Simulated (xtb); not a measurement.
C3H7BFN, SMILES FB(C(=C)C)N. All values are semi-empirical tight-binding results from xtb (GFN2-xTB unless named), good for trends rather than for accurate numbers. Coordinates come from a GFN2-xTB optimisation. This is a generated structure with no PubChem entry under its InChIKey; it may be hypothetical. One conformer was computed; it need not be the lowest.

Optimised geometry:

Bond lengths (Å): C1–C2 1.331, C1–H7 1.077, C1–H8 1.080, C2–C3 1.505, C2–B4 1.571, C3–H9 1.089, C3–H10 1.089, C3–H11 1.088, B4–N5 1.389, B4–F6 1.344, N5–H12 1.003, N5–H13 1.006. Angles (°): C2–C1–H7 121.2, C2–C1–H8 122.5, H7–C1–H8 116.3, C1–C2–C3 120.4, C1–C2–B4 120.8, C3–C2–B4 118.8, C2–C3–H9 110.2, C2–C3–H10 110.2, C2–C3–H11 111.1, H9–C3–H10 107.9, H9–C3–H11 108.7, H10–C3–H11 108.7, C2–B4–N5 124.1, C2–B4–F6 119.6, N5–B4–F6 116.3, B4–N5–H12 124.1, B4–N5–H13 122.1, H12–N5–H13 113.8.
Charge 0, spin multiplicity 1.

The point group as xtb finds it is Cs, the orbital gap is 4.46 eV and the dipole moment is 2.89 D. The zero-point energy comes out as 63.9 kcal/mol, the G − E(el) at 298.15 K (modified RRHO) comes out as 44.5 kcal/mol and the static polarisability (D4 model) is 60.2 bohr³. The solvation energy, GFN2-xTB/ALPB(water) comes out as -5.1 kcal/mol and the solvation energy, GFN2-xTB/ALPB(benzene) comes out as -5.8 kcal/mol.

Q: Give the IR lines (harmonic; lines under 4 % of the strongest left out, lines within 3 cm⁻¹ merged). (An estimate is asked for; the answer gives what the named calculation found.)

A: ν (cm⁻¹): 529 (m), 577 (vs), 831 (w), 921 (w), 1013 (w), 1152 (vs), 1281 (s), 1368 (vs), 1493 (w), 1520 (s), 1674 (w), 3001 (m), 3013 (w), 3031 (w), 3072 (m), 3123 (w) (against the strongest line: vs over 80 %, s over 45 %, m over 15 %, w over 4 %, vw less)…

Computed atomic charges and the Wiberg bond orders between heavy atoms:
charges (e) C1 -0.09, C2 -0.07, C3 -0.11, B4 0.38, N5 -0.34, F6 -0.31, H7 0.04, H8 0.03, H9 0.04, H10 0.04, H11 0.04, H12 0.17, H13 0.17. Bond orders C1–C2 1.91, C2–C3 1.03, C2–B4 0.99, B4–N5 1.34, B4–F6 0.99.
